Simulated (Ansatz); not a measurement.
BCl3, relaxed as a singlet with RKS PBE-D4/def2-TZVP in Ansatz, starting from the GFN2-xTB geometry. Force threshold 0.02 eV/Å.

Start:

```xyz
4

B    -0.003    0.001   -0.002
Cl    0.503   -0.675   -1.503
Cl   -1.156   -0.828    0.972
Cl    0.657    1.502    0.533
```

```
        step  energy (eV)  largest force component (eV/Å)  SCF passes
           1  -38232.6956                           0.753          14
2 (rejected)  -38232.4915                           1.816          24
           3  -38232.7224                           0.029          18
           4  -38232.7225                           0.000          12
```

Force components are those of the run's own axes.

End:

```tsv
atom	x (Å)	y (Å)	z (Å)
B1	0.0000	0.0000	0.0000
Cl2	0.5091	-0.6844	-1.5255
Cl3	-1.1741	-0.8392	0.9859
Cl4	0.6650	1.5236	0.5396
```

By distances, no bond broke or formed. The bond that changes most is B1–Cl2, from 1.72 to 1.75 Å (atoms count from 1).

No frequencies were taken in this run, so the end may be a saddle point.

Run time 6.5 s (2 threads of Intel Xeon Platinum 8259CL on a shared host).
